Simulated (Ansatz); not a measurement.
One change: `N=C([SiH3])S` becomes `N=C([SiH3])BO`.

Ansatz, PBE0-D4/def2-TZVP geometries, multiplicity 1. Each molecule was computed in one conformer, which needn't be the lowest.

```csv
property,`N=C([SiH3])S`
size of the dipole moment (PBE/def2-TZVPP) / D,1.45
LUMO energy (PBE0/def2-TZVPP) / eV,-0.94
HOMO energy (B3LYP/def2-TZVPP) / eV,-7.30
HOMO–LUMO gap (ωB97M-V/def2-TZVPP) / eV,10.93
HOMO energy (PBE0/def2-TZVPP) / eV,-7.54
LUMO energy (B3LYP/def2-TZVPP) / eV,-1.14
```

Task: What does the change do to each property? (An estimate is asked.)

Result: The calculation gave: 
```csv
property,`N=C([SiH3])BO`,shift
size of the dipole moment (PBE/def2-TZVPP) / D,1.73,0.28
LUMO energy (PBE0/def2-TZVPP) / eV,-1.83,-0.89
HOMO energy (B3LYP/def2-TZVPP) / eV,-6.73,0.57
HOMO–LUMO gap (ωB97M-V/def2-TZVPP) / eV,9.59,-1.34
HOMO energy (PBE0/def2-TZVPP) / eV,-6.93,0.61
LUMO energy (B3LYP/def2-TZVPP) / eV,-2.04,-0.90
```

With PBE0 the HOMO rises by 0.61 eV and the LUMO falls by 0.89 eV, so the gap narrows by about 1.50 eV. PBE moves the HOMO by 0.69 eV and ωB97M-V by 0.48 eV. The zero-point energy changes by 50.3 kJ/mol with +6 modes. Dipoles are sizes alone; their direction can turn.

B3LYP here is the variant with VWN-RPA as its local correlation; programs differ in this.
